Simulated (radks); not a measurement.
Task: Radial electron density D(r) = 4 pi r^2 rho(r) of an atom or ion with 30 electrons. Calculated with a radial shooting solver on a logarithmic mesh with Libxc functionals: Dirac Kohn-Sham, PBE, spin-unpolarised, spherical densities, finite nucleus; Fermi nuclear charge, rms radius of each element as measured or else 0.836 A^(1/3) + 0.57 fm.

r (bohr),D(r) (e/bohr)
0.003612,3.045
0.004741,4.823
0.006173,7.380
0.008103,11.13
0.01055,15.99
0.01374,21.98
0.01803,28.69
0.02348,34.47
0.03082,37.86
0.04014,37.35
0.05268,33.68
0.0686,30.65
0.08932,32.49
0.1172,39.43
0.1527,43.90
0.2004,38.37
0.2609,26.72
0.3425,21.01
0.446,24.58
0.5807,26.38
0.7622,19.77
0.9925,10.69
1.303,4.767
1.696,2.393
2.227,1.296
2.899,0.5795
3.775,0.1673
4.955,0.02452
6.453,0.001640

What is the nuclear charge?

Result: Z = 31. The innermost maximum, from 1s, lies near gamma/Z bohr with gamma = sqrt(1 - (Z/c)^2) = 0.974, here 0.0314 bohr (found: 0.0339), and its height grows with Z. The density is that of the gallium ion Ga+ in [Ar] 3d10 4s2; the configuration itself is not fixed sharply by these data, and Z only to about a unit. D(r) has 3 maxima, at r = 0.0339, 0.154, 0.545 bohr, and minima at 0.0725, 0.342 bohr, inside which lie 2.11, 10.95 electrons.
